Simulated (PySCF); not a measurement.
**Diatomic cations of Li with group 13**

CCSD(T) with double-zeta basis sets in PySCF, for the lowest determinant that a PBE0 search found; no spin–orbit coupling. De refers to high-spin ground-configuration atoms (the charge goes to the atom of lower measured ionisation energy or higher electron affinity, which is not always the lowest computed limit).

```tsv
M	basis	reference, frozen orbitals	charged atom	state (unpaired electrons)	Re (Å)	ωe (cm⁻¹)	De (eV)
B	cc-pVDZ	UHF, 1	Li+	doublet (σ ↑)	2.536	315	0.77
Al	cc-pVDZ/cc-pV(D+d)Z	UHF, 5	Li+	doublet (σ ↑)	3.053	241	1.17
Ga	def2-SVP	UHF, 9	Li+	doublet (σ ↑)	3.092	190	1.05
In	cc-pVDZ/cc-pVDZ-PP	UHF, 4	Li+	doublet (σ ↑)	3.201	206	1.29
Tl	def2-SVP	UHF, 4	Li+	doublet (σ ↑)	3.317	175	n/a
```

The shortest bond is that of LiB⁺ (2.536 Å), the longest that of LiTl⁺ (3.317 Å).

The rows differ in basis set, which adds steps of its own.

Down a group the atoms grow and get heavier, so bonds lengthen and wavenumbers fall; the exceptions here are the higher wavenumber at In.

Correlated steps freeze the inner cores (1 to 9 orbitals); shallow outer-core shells are correlated. Correlated levels converge slowly with the basis: in double zeta they bind strong bonds too weakly, by up to about 1 eV, and carry superposition errors of some tenths. Spin–orbit coupling is left out, which matters for elements this heavy, above all for dissociation energies. For an ion De counts to the pair picked by the measured ionisation energies or electron affinities, which need not be the lowest pair at this level. States were picked by a PBE0 search and need not be the measured ground states.
